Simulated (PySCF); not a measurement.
hexafluorocyclobutene (C₄F₆), SMILES C1(F)(C(F)(C(=C1F)F)F)F. Heavy atoms are numbered as in [F:1][C:2]1=[C:3]([F:4])[C:5]([F:6])([F:7])[C:8]1([F:9])[F:10].

Coordinates come from a B3LYP-D3(BJ)/def2-SVP optimisation.

Computed with PBE/def2-SVP (PySCF).

ESP charges are fitted to the potential on shells at 1.4 to 2.0 van der Waals radii. Atomic charges (e), one atom of each kind:

```
atom  ESP fit  meta-Löwdin  Löwdin
----  -------  -----------  ------
F1      -0.04          [?]    0.02
C2       0.02          [?]    0.00
C5       0.37          [?]    0.07
F6      -0.18          [?]   -0.04
```

Task: Complete the blanks. (An estimate is asked for; the answer gives what the named calculation found.)

Result: 
- F1, meta-Löwdin: -0.17
- C2, meta-Löwdin: 0.19
- C5, meta-Löwdin: 0.47
- F6, meta-Löwdin: -0.24

Computed Mayer and Wiberg (Löwdin basis) orders of the bonds:
```tsv
bond	Mayer	Wiberg
F1–C2	1.24	1.40
C2–C3	1.62	1.67
C3–F4	1.24	1.40
C3–C5	0.97	1.01
C5–F6	1.12	1.31
C5–F7	1.12	1.31
C2–C8	0.97	1.01
C5–C8	0.84	0.90
C8–F9	1.12	1.31
C8–F10	1.12	1.31
```
